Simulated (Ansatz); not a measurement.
Tl4H5. Charge 0, multiplicity 2. Geometry PBE-D4/def2-SVP, basis def2-TZVP, Ansatz.

Cartesian coordinates in Å:
```
Tl 1.018 1.587 0.593
Tl -0.760 -1.184 2.251
Tl -2.401 0.925 -0.670
Tl 0.646 -1.305 -1.304
H 2.531 2.662 0.486
H -0.948 -0.400 -1.864
H 1.876 0.133 -0.943
H 0.325 -2.075 0.420
H -2.287 -0.343 1.031
```

```tsv
run	HOMO (eV)	LUMO (eV)
A	-5.78	-2.59
B	-5.14	-3.30
C	-4.68	-3.80
D	-4.79	-3.65
E	-4.43	-3.98
```

In the def2 sets Tl takes a core potential; there is no spin–orbit coupling. HSE06 is defined as in plane-wave codes, on full-range PBE exchange. Another isomer (doublet) lies 0.60 eV lower at PBE0-D4/def2-TZVP; other spin states weren't run for this one.

HOMO and LUMO are taken over both spins.

Q: The runs used BHLYP, HSE06, PBE, PBE0, r2SCAN. Estimate which is which.

A: A BHLYP (50 % exact exchange); B PBE0 (25 % exact exchange); C r2SCAN (0 % exact exchange); D HSE06 (range-separated); E PBE (0 % exact exchange). Exact exchange lowers occupied and raises empty levels; among semilocal functionals meta-GGAs tend to open the gap a little, and such runs are hard to tell apart. The gap grows from 0.45 eV (PBE) to 3.19 eV (BHLYP).
